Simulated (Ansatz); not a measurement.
Consider the substitution at a C–Si bond: `N#C[Si](Cl)(Cl)Cl` + CH₃SH → `CSC#N` + `Cl[SiH](Cl)Cl`.

Program: Ansatz. Geometries: PBE0-D4/def2-TZVP. ΔE: electronic, gas phase. CBS: MP2 limit from def2 TZ/QZ plus the TZ coupled-cluster correction, frozen cores. This one scheme is used for every species. DFT in def2-TZVPP.

`N#C[Si](Cl)(Cl)Cl`:

```xyz
6

N    -2.416   -0.423    0.449
C    -1.300   -0.228    0.242
Si    0.476    0.083   -0.088
Cl    0.640    1.891   -0.961
Cl    1.146   -1.368   -1.313
Cl    1.454    0.045    1.672
```

CH₃SH:

Cartesian coordinates in Å:
```
C -0.269 -0.051 -0.408
S 0.932 -0.567 0.839
H -1.255 0.104 0.027
H -0.331 -0.868 -1.126
H 0.059 0.847 -0.931
H 0.864 0.536 1.600
```

`CSC#N`:

Cartesian coordinates in Å:
```
C 0.379 0.318 -0.828
S 0.795 0.212 0.930
C -0.599 -0.534 1.498
N -1.546 -1.046 1.919
H 0.240 -0.677 -1.247
H 1.238 0.798 -1.298
H -0.508 0.930 -0.973
```

`Cl[SiH](Cl)Cl`:

Z-matrix (Å, degrees):
```
Si
Cl 1 2.030
Cl 1 2.030 2 109.5
Cl 1 2.030 2 109.5 3 -120.1
H 1 1.469 2 109.4 3 120.0
```

```csv
level,ΔE (kJ/mol),difference from CCSD(T)/CBS
r2SCAN-D4,35.9,-11.0
B97M-V,41.6,-5.3
r2SCANh-D4,37.2,-9.7
BHLYP-D4,44.6,-2.3
PBE-QIDH,41.3,-5.6
PBE,28.8,-18.1
r2SCAN,35.1,-11.8
r2SCANh,36.2,-10.7
r2SCAN0,37.7,-9.2
BHLYP,40.7,-6.2
LC-ωPBE,39.9,-7.0
RPA@PBE/def2-TZVPP,48.5,1.6
MP2/def2-SVP,52.4,5.5
MP2/def2-TZVPP,47.8,0.9
CCSD/def2-TZVPP,49.4,2.5
HF/def2-QZVPP,46.4,-0.5
CCSD(T)/CBS,46.9,0
```

Largest T1 diagnostic among the species: 0.013.

Leaving LDA and LC-ωPBE aside and taking each functional with its dispersion term where it has one, the values, not all of them listed here, spread over 13.5 kJ/mol, from PBE-D4 to ωB97M-V. From BLYP to BHLYP (50 % exact exchange), in def2-TZVPP and without D4, ΔE moves by +8.8 kJ/mol. The D4 term adds +4.2 kJ/mol with B3LYP and +2.5 kJ/mol with PBE0; it sums over pairs of atoms, weighted by their polarisabilities, and B3LYP, whose exchange is more repulsive, gets the larger term.

B3LYP here is the variant with VWN-RPA as its local correlation; programs differ in this.
